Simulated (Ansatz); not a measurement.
Single points on Li₇Al₃⁺.

```yaml
crystal:
  periodic: [false, false, false]
  atoms:
    - {symbol: Li, position_ang: [-0.385038, 2.375808, 0.717712]}
    - {symbol: Li, position_ang: [0.785434, -2.696622, 0.850830]}
    - {symbol: Li, position_ang: [-0.309023, -0.895788, -2.613730]}
    - {symbol: Li, position_ang: [1.997750, 0.260203, 2.174064]}
    - {symbol: Li, position_ang: [-2.382253, -1.167684, -0.012765]}
    - {symbol: Li, position_ang: [2.467519, -0.029198, -0.974300]}
    - {symbol: Li, position_ang: [-1.001406, -0.407790, 2.754182]}
    - {symbol: Al, position_ang: [-1.827927, 1.137410, -1.392920]}
    - {symbol: Al, position_ang: [0.520028, 1.683098, -1.876847]}
    - {symbol: Al, position_ang: [0.134924, -0.259426, 0.373756]}
basis:
  gaussian: {orbitals: def2-TZVP, initial_orbitals: start.molden}
total_charge: 1
magnetization: {spin_polarized: true, initial_magnetization: 1}
hamiltonian: {xc: pbe, dispersion: d4}
scf: {omitted_lower_state_checks: [starts]}
output: {forces: true, orbitals: {seedname: orbitals}}
```

The file start.molden holds the orbitals of an earlier run on this structure, at another level or in another basis.

```sh
$ ansatz run in.yaml --threads 4 --pin off --events-out ev --progress --plain --max-ram 4787MiB
```

Output, abridged:

```
Functional definition: PBE
  name "PBE"
  cite "Perdew, Burke & Ernzerhof, Phys. Rev. Lett. 77, 3865 (1996) doi:10.1103/PhysRevLett.77.3865"
  parent pbe
  parameter kappa = 0.804
  parameter beta = 0.06672455060314922
  exchange = pbe_x(kappa = kappa, mu = beta*pi^2/3)
  correlation = pbe_c(beta = beta)
these checks for a lower state are left out or cut short: starts
1680 factors; their error is unknown
mean field evaluation 1: about -21205.6138 eV, gradient 8.9e0 eV
mean field evaluation 2: about -21205.7320 eV, gradient 2.0e-1 eV
mean field evaluation 4: about -21205.7218 eV, gradient 1.3e-2 eV
mean field evaluation 8: about -21205.7219 eV, gradient 2.0e-5 eV
mean field -21205.72186103 eV, -779.2959046384 hartree, gradient 7.1e-6 eV, S^2 0.768698; 0 other end points of the search recorded, 0 dependent functions left out
the calculation of the forces begins
reference -21205.72193052 eV, -779.2959071919 hartree; 30, 29 occupied and 179, 180 virtual orbitals, 1680 factors
Total energy: -21206.05160996 eV, -779.3080226880 hartree
Atom 0 at    -0.385038     2.375808     0.717712 Å, force     0.005947    -0.052330    -0.026233 eV/Å
Atom 1 at     0.785434    -2.696622     0.850830 Å, force    -0.010204     0.056054     0.012658 eV/Å
Atom 2 at    -0.309023    -0.895788    -2.613730 Å, force    -0.001044     0.026082     0.023906 eV/Å
Atom 3 at     1.997750     0.260203     2.174064 Å, force    -0.043719    -0.023232    -0.035295 eV/Å
Atom 4 at    -2.382253    -1.167684    -0.012765 Å, force     0.040822     0.014187     0.025190 eV/Å
Atom 5 at     2.467519    -0.029198    -0.974300 Å, force    -0.035058    -0.001457     0.043185 eV/Å
Atom 6 at    -1.001406    -0.407790     2.754182 Å, force     0.037120    -0.005740    -0.047240 eV/Å
Atom 7 at    -1.827927     1.137410    -1.392920 Å, force    -0.112798    -0.056897     0.062346 eV/Å
Atom 8 at     0.520028     1.683098    -1.876847 Å, force     0.143484     0.002816     0.009457 eV/Å
Atom 9 at     0.134924    -0.259426     0.373756 Å, force    -0.024550     0.040518    -0.067974 eV/Å
Dipole moment:     0.658697    -1.543588     1.506149 e Å
Checks for a lower state left out: starts
```

It took 10 s on 4 threads of Arm Neoverse V1 on a shared host.

As the first input, with `gaussian: {orbitals: def2-SVP, initial_orbitals: start.molden}`, `correlation: {method: ccsd_t}`, `scf: {omitted_lower_state_checks: [starts, cluster_reference]}`, `output: {orbitals: {seedname: orbitals}}` and without the key `hamiltonian` (abridged; 42 s):

```
Functional definition: HF
mean field evaluation 16: about -21156.4142 eV, gradient 2.7e-6 eV
mean field -21156.41416453 eV, -777.4838802139 hartree, gradient 3.2e-6 eV, S^2 1.563198
15 core orbitals not correlated: weight in the atoms' cores, before any rotation towards them, 1.000 or more for the frozen orbitals, at most 0.000 for the correlated occupied ones
second order -7.46667971 eV of doubles, -0.00000000 eV of singles
cycle   1  -7.75944221 eV  change   -2.9e-1 eV  update   1.5e-1
cycle   2  -8.15807136 eV  change   -4.0e-1 eV  update   6.8e-2
cycle   3  -8.31068729 eV  change   -1.5e-1 eV  update   5.1e-2
cycle   4  -8.34349817 eV  change   -3.3e-2 eV  update   3.3e-2
cycle   5  -8.37336155 eV  change   -3.0e-2 eV  update   2.4e-2
cycle   6  -8.39712603 eV  change   -2.4e-2 eV  update   1.7e-2
cycle   7  -8.40964416 eV  change   -1.3e-2 eV  update   1.1e-2
cycle   8  -8.42202523 eV  change   -1.2e-2 eV  update   7.3e-3
cycle   9  -8.42608624 eV  change   -4.1e-3 eV  update   4.3e-3
cycle  10  -8.42567902 eV  change    4.1e-4 eV  update   2.8e-3
cycle  11  -8.42719843 eV  change   -1.5e-3 eV  update   2.0e-3
cycle  12  -8.42769575 eV  change   -5.0e-4 eV  update   1.5e-3
cycle  13  -8.42803374 eV  change   -3.4e-4 eV  update   1.2e-3
cycle  14  -8.42807221 eV  change   -3.8e-5 eV  update   9.0e-4
cycle  15  -8.42785440 eV  change    2.2e-4 eV  update   6.5e-4
cycle  16  -8.42789234 eV  change   -3.8e-5 eV  update   4.7e-4
cycle  17  -8.42807384 eV  change   -1.8e-4 eV  update   3.4e-4
cycle  18  -8.42811478 eV  change   -4.1e-5 eV  update   2.3e-4
cycle  19  -8.42816857 eV  change   -5.4e-5 eV  update   1.4e-4
cycle  20  -8.42812235 eV  change    4.6e-5 eV  update   8.3e-5
cycle  21  -8.42807982 eV  change    4.3e-5 eV  update   4.9e-5
cycle  22  -8.42807631 eV  change    3.5e-6 eV  update   3.0e-5
perturbative correction -0.76424567 eV, -0.0280855102 hartree
Total energy: -21165.60648651 eV, -777.8216918158 hartree
Checks for a lower state left out: starts, cluster_reference
```

The first input with `hamiltonian: {xc: hf}`, `output: {orbitals: {seedname: orbitals}}` (abridged; 16 s):

```
Functional definition: HF
mean field -21164.38475055 eV, -777.7767938474 hartree, gradient 1.0e-5 eV, S^2 1.618868
Total energy: -21164.38475055 eV, -777.7767938474 hartree
Checks for a lower state left out: starts
```

First input, but with `gaussian: {orbitals: def2-SVP, initial_orbitals: start.molden}`, `output: {orbitals: {seedname: orbitals}}` (abridged; 5.5 s):

```
Functional definition: PBE
mean field -21197.71400973 eV, -779.0016215309 hartree, gradient 1.5e-5 eV, S^2 0.765568
Total energy: -21198.04376346 eV, -779.0137397571 hartree
Checks for a lower state left out: starts
```

As the first input, with `correlation: {method: mp2}`, `output: {orbitals: {seedname: orbitals}}` and without the key `hamiltonian` (abridged; 10 s):

```
Functional definition: HF
mean field -21164.38491894 eV, -777.7768000357 hartree, gradient 7.9e-6 eV, S^2 1.618867
15 core orbitals not correlated: weight in the atoms' cores, before any rotation towards them, 1.000 or more for the frozen orbitals, at most 0.000 for the correlated occupied ones
second order -14.28419759 eV of doubles, -0.00000000 eV of singles
Total energy: -21178.66911653 eV, -778.3017346148 hartree
Checks for a lower state left out: starts
```

First input, but with `hamiltonian: {xc: r2scan, dispersion: d4}`, `output: {orbitals: {seedname: orbitals}}` (abridged; 56 s):

```
Functional definition: r2SCAN
mean field evaluation 16: about -21217.7263 eV, gradient 1.8e-5 eV
mean field -21217.72632289 eV, -779.7370604749 hartree, gradient 7.3e-6 eV, S^2 0.893075
Total energy: -21217.79395751 eV, -779.7395460013 hartree
Checks for a lower state left out: starts
```

The first input with `gaussian: {orbitals: def2-SVP, initial_orbitals: start.molden}`, `hamiltonian: {xc: pbe0, dispersion: d4}`, `output: {orbitals: {seedname: orbitals}}` (abridged; 11 s):

```
Functional definition: PBE0
mean field -21200.23408730 eV, -779.0942326734 hartree, gradient 1.0e-5 eV, S^2 0.777405
Total energy: -21200.52292414 eV, -779.1048472316 hartree
Checks for a lower state left out: starts
```

Geometry: PBE0-D4/def2-SVP.

Correlated methods freeze 15 core orbitals; core or outer-core shells of Li are correlated, in sets that lack core-valence functions. At CCSD(T)/def2-SVP T1 of the charge 1 doublet is large (up to 0.063), so the single-reference result is doubtful. At CCSD(T)/def2-SVP, HF/def2-TZVP, MP2/def2-TZVP, r2SCAN-D4/def2-TZVP the charge 1 doublet is spin-contaminated (final ⟨S²⟩ up to 1.62, 0.75 for a pure state). Another isomer (doublet) lies 0.48 eV lower at PBE0-D4/def2-TZVP; other spin states weren't run for this one.
